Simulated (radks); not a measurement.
The numbers below are computed, except where a source is named.
Question: The aluminium ion Al4+, 9 electrons, occupied as [He] 2s2 2p5 (the NIST ground configuration). Code: a radial shooting solver on a logarithmic mesh with Libxc functionals. Model: scalar-relativistic Kohn-Sham, AM05, spin-polarised, spherical densities, finite nucleus; open shells are filled with parallel spins first; Fermi nuclear charge, rms radius 3.061 fm. Some entries of the table are withheld. Estimate them.

orbital  occ.  eigenvalue (eV)  <1/r> (bohr^-1)  r(max) (bohr)
1s up       1              (1)              (2)        0.07857
1s down     1              (3)              (4)        0.07854
2s up       1        -177.0160            2.426         0.4884
2s down     1        -174.1539            2.410         0.4900
2p up       3              (5)            2.324         0.4146
2p down     2              (6)            2.307         0.4172

Answer: 
(1) 1s up eigenvalue (eV): -1584.917
(2) 1s up <1/r> (bohr^-1): 12.60
(3) 1s down eigenvalue (eV): -1583.353
(4) 1s down <1/r> (bohr^-1): 12.61
(5) 2p up eigenvalue (eV): -139.9322
(6) 2p down eigenvalue (eV): -136.6990
